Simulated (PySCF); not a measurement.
C2H3O2, charge -1, multiplicity 1.

```xyz
7

C     -1.3290    -0.2733    -0.0168
C      0.2051     0.0362    -0.0012
O      0.9806    -0.9632    -0.0490
O      0.5040     1.2647     0.0668
H     -1.7745     0.0338     0.9527
H     -1.5295    -1.3503    -0.1824
H     -1.8288     0.3275    -0.8044
```
Charge -1, spin multiplicity 1.

Geometry: PBE-D3(BJ)/def2-SVPD. The spin state was assumed, not searched. The isomer is the one that the SMILES or the coordinates give; other isomers of the formula were not compared.

The numbers are results of PBE/pcSseg-2 in PySCF, not measurements. Non-relativistic, no solvent.

Computed absolute GIAO shielding of each atom: isotropic value and principal components (ppm):
```tsv
atom	σ(iso)	σ11	σ22	σ33	span
C1	152.5	114.5	158.4	184.4	69.9
C2	2.8	-87.4	44.2	51.7	139.1
O3	-55.0	-271.9	-75.8	182.7	454.6
O4	-25.0	-244.7	-47.8	217.6	462.3
H5	29.2	27.2	28.9	31.5	4.3
H6	29.7	26.1	29.4	33.6	7.5
H7	29.3	26.8	29.2	32.0	5.2
```
